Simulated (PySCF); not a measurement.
**What PySCF settings do for BeO**

Base input, run as `OMP_NUM_THREADS=1 python input.py` with PySCF 2.14:

```python
from pyscf import gto, scf, tdscf

mol = gto.M(
    atom='Be 0 0 0; O 0 0 1.451',
    basis='lanl2dz',
    charge=0,
    spin=0,
    symmetry=True,
    verbose=3,
)
mf = scf.RHF(mol)
mf.kernel()
td = tdscf.TDHF(mf)
td.nstates = 8
td.kernel()
td.analyze()
mf.dip_moment()
print('orbital energies (hartree):', mf.mo_energy[..., max(0, mol.nelec[1]-3):mol.nelec[0]+3].round(4))
```

Base result: E(SCF) = -89.384225 Eh, μz(SCF) = -7.76 D, first singlet excitations without spin–orbit coupling 1.83, 1.83, 3.63, 4.65, 5.15 eV. With symmetry on the solver can miss roots, and labels of degenerate states are those of a subgroup. Stability towards an unrestricted solution was not tested. The bond length is a typed value, not an optimised one.

Hardware: Arm Neoverse V1, 1 thread, shared host. Wall time 0.95 s, peak memory 0.12 GiB.

Each row names what differs from the base; energies in brackets are changes from the base.

| change | result |
| --- | --- |
| geometry: bond 1.451 → bond 2.176 [stretched restricted solution, likely unstable] | not converged: TD-SCF states [0, 1, 2, 3, 4, 5, 6, 7], E(SCF) = -89.276138 Eh (+2.9412 eV), μz(SCF) = -3.81 D, first singlet excitations without spin–orbit coupling 2.26, 2.26, 4.13, 5.57, 5.57 eV |
| spin (2S): 0 → 14 [unsound on purpose] [runs as restricted open-shell] | stops with AssertionError |
| electric field along z (a.u.): none → -0.01; point-group symmetry: on → off | E(SCF) = -89.415857 Eh (-0.8608 eV), μz(SCF) = -8.31 D, first singlet excitations without spin–orbit coupling 2.46, 2.46, 4.23, 5.08, 5.53 eV |
| step after the SCF: tdhf → mp2; frozen orbitals: default → 1 | E(SCF) = -89.384225 Eh (+0.0000 eV), E(MP2) − E(SCF) = -0.19324 Eh, μz(SCF) = -7.76 D |
| DIIS space: default → off [unsound on purpose] | the SCF does not converge, then it stops with RuntimeError (This error is often caused by a problematic SCF solution, such as a saddle-point solution.) after the SCF |
| level shift (hartree): none → 0.1 | E(SCF) = -89.384225 Eh (+0.0000 eV), μz(SCF) = -7.76 D, first singlet excitations without spin–orbit coupling 1.83, 1.83, 3.63, 4.65, 5.15 eV |
| spin (2S): 0 → 2; SCF type: RHF → UHF | the SCF does not converge, then it stops with RuntimeError (This error is often caused by a problematic SCF solution, such as a saddle-point solution.) after the SCF |
| step after the SCF: tdhf → polarizability | E(SCF) = -89.384225 Eh (+0.0000 eV), μz(SCF) = -7.76 D, α(xx, yy, zz) = 21.0, 21.0, 22.4 bohr³ |
| basis set: lanl2dz → crenbl; core potential: off → on | E(SCF) = -16.629511 Eh, μz(SCF) = -7.79 D, first singlet excitations without spin–orbit coupling 1.71, 1.71, 3.60, 4.63, 5.11 eV |
| density fitting: none → def2-universal-jkfit | E(SCF) = -89.384201 Eh (+0.0006 eV), μz(SCF) = -7.76 D, first singlet excitations without spin–orbit coupling 1.83, 1.83, 3.63, 4.65, 5.15 eV |
| geometry: bond 1.451 → bond 1.407 | E(SCF) = -89.390218 Eh (-0.1631 eV), μz(SCF) = -7.61 D, first singlet excitations without spin–orbit coupling 2.12, 2.12, 3.94, 4.92, 5.41 eV |
| electric field along z (a.u.): none → 0.01; point-group symmetry: on → off | E(SCF) = -89.354843 Eh (+0.7995 eV), μz(SCF) = -7.16 D, first singlet excitations without spin–orbit coupling 1.16, 1.16, 3.00, 4.26, 4.81 eV |
| step after the SCF: tdhf → eomee; frozen orbitals: default → 1; number of roots: 8 → 5 | E(SCF) = -89.384225 Eh (+0.0000 eV), E(CCSD) − E(SCF) = -0.17865 Eh, μz(SCF) = -7.76 D, excitation roots 0.611, 0.611, 0.611, 0.611, 0.611, 0.611, 0.848, 0.848 eV |
| spin (2S): 0 → 4; SCF type: RHF → UHF | the SCF does not converge, then it stops with RuntimeError (This error is often caused by a problematic SCF solution, such as a saddle-point solution.) after the SCF |
| functional: none (Hartree–Fock) → camb3lyp; SCF type: RHF → RKS; step after the SCF: tdhf → analyze | E(SCF) = -89.841159 Eh, μz(SCF) = -6.34 D |
| spin (2S): 0 → 1 [unsound on purpose] [runs as restricted open-shell] | stops with RuntimeError (Electron number 12 and spin 1 are not consistent) |
| charge: 0 → 1; spin (2S): 0 → 1; SCF type: RHF → UHF | the SCF does not converge, then it stops with RuntimeError (This error is often caused by a problematic SCF solution, such as a saddle-point solution.) after the SCF |
| functional: none (Hartree–Fock) → wb97; SCF type: RHF → RKS; step after the SCF: tdhf → analyze | E(SCF) = -89.855960 Eh, μz(SCF) = -6.66 D |
| functional: none (Hartree–Fock) → o3lyp; SCF type: RHF → RKS; step after the SCF: tdhf → analyze | E(SCF) = -89.861289 Eh, μz(SCF) = -5.85 D |
| SCF type: RHF → UHF | stops with ValueError (could not broadcast input array from shape (23,) into shape (24,)) after the SCF |
| basis set: lanl2dz → pcseg-1 | E(SCF) = -89.358742 Eh (+0.6934 eV), μz(SCF) = -7.77 D, first singlet excitations without spin–orbit coupling 1.80, 1.80, 3.78, 4.81, 5.26 eV |

Question: Order these changes by how far they move the SCF energy from the base, largest first: (1) density fitting: none → def2-universal-jkfit; (2) electric field along z (a.u.): none → -0.01; point-group symmetry: on → off; (3) electric field along z (a.u.): none → 0.01; point-group symmetry: on → off; (4) geometry: bond 1.451 → bond 1.407.

Answer: (2) -0.8608 eV, (3) +0.7995 eV, (4) -0.1631 eV, (1) +0.0006 eV.
